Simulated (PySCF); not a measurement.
F₅V, charge -1, doublet, at a GFN2-xTB geometry (such geometries of metal compounds can be far from the true shape) (the multiplicity is a formal guess) (in this run its highest filled SCF level lies above zero, so its values depend strongly on the basis, on diffuse functions most of all), with bond 6-1 at 2.0 times its length. Base run: B3LYP/STO-3G run with PySCF.

PySCF was given this input:
```python
from pyscf import gto, scf, dft

mol = gto.Mole()
mol.atom = '''
    V    -0.044001    0.016631    0.057167
    F     1.150695   -0.707214    1.225068
    F    -1.273355    0.753575   -1.065708
    F     0.308927    1.530622    0.649151
    F     1.021446   -0.386073   -1.327064
    F    -2.146529   -2.483454    0.687754
'''
mol.basis = 'sto-3g'
mol.charge = -1
mol.spin = 1
mol.verbose = 4
mol.build()

mf = dft.UKS(mol)
mf.xc = 'b3lyp'
mf.kernel()
mf.analyze()
```

Variants of this job, named by their change:

```csv
change,ΔE vs base (µEh),SCF cycles,<S^2>,outcome
base,0.0,30,0.847,converged
init_guess = mod_huckel,0.0,34,0.847,converged
conv_tol = 1e-12,0.0,38,0.847,converged
conv_tol_grad = 1e-7,-,50,-,not converged
diis = off; damp = 0.3 (with mf.diis_start_cycle = 200; with mf.max_cycle = 150),-,150,-,not converged
init_guess = sap,-,50,-,not converged
diis = off (with mf.max_cycle = 100),-,100,-,not converged
DIIS = EDIIS,-,50,-,not converged
conv_tol_grad = 1e-3,0.0,30,0.847,converged
conv_tol = 1e-6,0.3,22,0.848,converged
level_shift = 1.0 (with mf.max_cycle = 100),0.0,75,0.847,converged
init_guess = atom,0.0,33,0.847,converged
diis_space = 4,0.0,38,0.847,converged
```

Open shells are given as the SCF converged; they aren't shown to be the lowest states, and a large step between rows can be another state.
